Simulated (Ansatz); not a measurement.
`O[SiH](Cl)[SiH2]Cl`, charge 0, multiplicity 1.

(1) Give a relaxed structure at PBE0-D4/def2-TZVP (Ansatz 0.2.0). (Best estimate.)

Results:

(1) The calculation gave: 
Cartesian coordinates in Å:
```
O -1.807 -0.740 0.466
Si -0.300 -1.032 -0.099
Cl -0.305 -1.387 -2.128
Si 1.027 0.875 0.227
Cl -0.242 2.444 -0.241
H -2.202 0.106 0.239
H 0.162 -2.266 0.571
H 2.206 0.946 -0.670
H 1.459 1.053 1.636
```
This is one stationary point; other conformers may exist.
